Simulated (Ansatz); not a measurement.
`BCC#C`. Total charge 0; spin multiplicity 1.

```csv
atom,x (Å),y (Å),z (Å)
B1,1.213,0.664,0.624
C2,-0.103,-0.178,0.621
C3,-0.776,-0.381,-0.645
C4,-1.320,-0.540,-1.704
H5,1.767,0.825,1.673
H6,1.670,1.141,-0.370
H7,-0.782,0.293,1.348
H8,0.133,-1.144,1.094
H9,-1.803,-0.681,-2.641
```

Problem. What are the harmonic wavenumbers in cm⁻¹ at PBE0-D4/def2-TZVP (Ansatz, finite differences of forces, unscaled)? (An estimate is asked.)

Solution. Ansatz gave: 68, 198, 308, 499, 566, 654, 683, 772, 964, 1007, 1039, 1183, 1222, 1278, 1386, 2240, 2589, 2681, 3003, 3027, 3485.

Problem. Is this a minimum?

Solution. Yes, all 21 modes are real.

Problem. Give the ideal-gas thermochemistry at 298.15 K and 1 bar (rigid rotor, harmonic oscillator; point group Cs, symmetry number 1).

Solution. Zero-point energy 172.6 kJ/mol; H(298) − E = 189.5 kJ/mol; entropy 300.4 J/(mol·K), of which translation 158.1, rotation 99.4, vibration 42.8; G(298) − E = 100.0 kJ/mol. Modes under 100 cm⁻¹ are hindered rotations or soft bends, so the harmonic entropy is rough.

Problem. Rotational constants (cm⁻¹)?

Solution. 1.081, 0.1543, 0.1384.
